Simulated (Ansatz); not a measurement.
BiH2(OEt) (C2H7BiO). Charge 0, multiplicity 1. Geometry PBE0-D4/def2-SVP.

```xyz
11

Bi    0.947   -0.487    2.413
H     0.555    1.014    3.325
H    -0.738   -1.096    2.685
O     0.501    0.442    0.569
C    -0.032   -0.366   -0.440
C    -0.179    0.466   -1.697
H     0.613   -1.246   -0.662
H    -1.024   -0.778   -0.152
H    -0.601   -0.131   -2.521
H    -0.843    1.323   -1.508
H     0.800    0.858   -2.011
```

In the def2 sets Bi takes a core potential; there is no spin–orbit coupling. LC-ωPBE has ω = 0.4 bohr⁻¹. B3LYP takes the VWN-RPA correlation.

Task: Estimate the orbital energies around the gap (eV) in Ansatz with PBE-D4/def2-TZVP, r2SCAN-D4/def2-TZVP, B97M-V/def2-TZVP, B3LYP-D4/def2-TZVP, LC-ωPBE/def2-TZVP.

Result: 
| orbital | PBE-D4/def2-TZVP | r2SCAN-D4/def2-TZVP | B97M-V/def2-TZVP | B3LYP-D4/def2-TZVP | LC-ωPBE/def2-TZVP |
| --- | --- | --- | --- | --- | --- |
| HOMO−9 | -14.32 | -15.04 | -15.11 | -15.97 | -19.59 |
| HOMO−8 | -11.09 | -11.53 | -11.60 | -12.49 | -15.92 |
| HOMO−7 | -10.88 | -11.27 | -11.31 | -12.13 | -15.35 |
| HOMO−6 | -9.66 | -10.02 | -10.11 | -10.92 | -14.12 |
| HOMO−5 | -8.85 | -9.19 | -9.27 | -10.07 | -13.11 |
| HOMO−4 | -8.55 | -8.90 | -8.99 | -9.83 | -12.93 |
| HOMO−3 | -7.84 | -8.18 | -8.19 | -8.87 | -11.77 |
| HOMO−2 | -7.25 | -7.55 | -7.53 | -8.30 | -11.17 |
| HOMO−1 | -6.48 | -6.73 | -6.78 | -7.55 | -10.38 |
| HOMO | -5.58 | -5.88 | -5.99 | -6.80 | -9.57 |
| LUMO | -2.05 | -1.80 | -1.94 | -1.53 | 0.77 |
| LUMO+1 | -0.89 | -0.64 | -0.85 | -0.43 | 1.82 |
| LUMO+2 | -0.48 | -0.06 | -0.34 | -0.02 | 2.23 |
| LUMO+3 | 0.98 | 1.79 | 1.15 | 1.45 | 3.87 |
| LUMO+4 | 1.93 | 2.77 | 2.11 | 2.38 | 4.64 |
| LUMO+5 | 2.08 | 2.89 | 2.29 | 2.57 | 4.78 |
